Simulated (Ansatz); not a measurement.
Ideal-gas functions of ClH2O2Y, SMILES `[OH][Y]([OH])[Cl]` at 298.15 K and 1 bar, from an Ansatz frequency run at PBE0-D4/def2-TZVP.

Molar mass 158.37 g/mol, point group C2v (symmetry number 2), electronic degeneracy 1, moments of inertia 108.569, 240.184, 348.753 u Å². Harmonic wavenumbers (cm⁻¹, unscaled): 50, 102, 138, 246, 317, 341, 434, 443, 638, 639, 3995, 3996.

Use S(trans) = R[1.5 ln M + 2.5 ln T − 1.1517]; rotational temperatures θ = 24.2544 K / I; S(rot) = R[ln(√π/σ · √(T³/θAθBθC)) + 1.5]; for each mode x = 1.438777 ν̃/T, S = R[x/(eˣ − 1) − ln(1 − e⁻ˣ)] and H = RT x/(eˣ − 1); 1 cm⁻¹ = 0.0119627 kJ/mol; R = 8.31446 J/(mol·K).

**Question.** By hand: the entropy, in J/(mol·K).

**Answer.** Translation 172.0. Rotation: θ = 0.2234, 0.101, 0.0695 K, giving 109.4. Vibration, mode by mode: 20.16, 14.29, 11.85, 7.36, 5.55, 5.05, 3.54, 3.42, 1.63, 1.62, 0.00, 0.00, in all 74.5. Electronic 0.0. Sum 355.9 J/(mol·K).

**Question.** By hand: H − E and G − E in kJ/mol, counted from the electronic energy.

**Answer.** Zero-point energy ½ × 11339 × 0.0119627 = 67.8; thermal vibration 11.3; translation, rotation and pV give 4 RT = 9.9. H − E = 89.0 kJ/mol, and G − E = 89.0 − 298.15 × 355.9/1000 = -17.1 kJ/mol.

Vibration gives 21 % of the entropy, 46.3 J/(mol·K) of it from the modes under 150 cm⁻¹: soft modes count most, and the harmonic formula is weakest for them. The sum counts one conformer and one mirror image; others add a mixing term.
